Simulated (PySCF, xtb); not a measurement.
I2, SMILES II.

Harmonic wavenumbers (cm⁻¹) from GFN2-xTB (xtb) at its own minimum, in rising order: 253.

Problem. What does PBE-D3(BJ)/def2-TZVP (PySCF) give at its own minimum? (An estimate is asked for; the answer gives what the named calculation found.)

Solution. 212. Paired by order, the mean absolute difference is 41 cm⁻¹ and the zero-point energies are 0.4 and 0.3 kcal/mol.
